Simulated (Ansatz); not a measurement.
Wavefunction ladder for CH₃InO, SMILES `O=[CH][InH2]`

Z-matrix (Å, degrees):
```
C
In 1 2.215
O 1 1.205 2 115.5
H 1 1.118 2 125.6 3 180.0
H 2 1.724 1 118.8 3 -86.3
H 2 1.724 1 118.8 3 86.2
```

The species carries charge 0 and has multiplicity 1. Correlated methods include outer-core shells of In, which these sets cover unevenly. In takes the def2 core potential. The structure was optimised at the PBE0-D4/def2-TZVP level. Frozen core, restricted reference, Ansatz.

```csv
basis,HF (Eh),MP2 corr.,CCSD corr.,(T),CCSD(T) total
def2-SVP,-303.52350,-0.40024,-0.42852,-0.01426,-303.96628
def2-TZVPP,?,?,-0.68995,?,?
def2-QZVPP,?,-0.89352,–,–,–
```

**Question.** Fill in the withheld values. (Best estimate.)

**Answer.** The calculation gave: def2-TZVPP HF (Eh): -303.67010; def2-TZVPP MP2 corr.: -0.67756; def2-TZVPP (T): -0.02598; def2-TZVPP CCSD(T) total: -304.38603; def2-QZVPP HF (Eh): -303.67686.
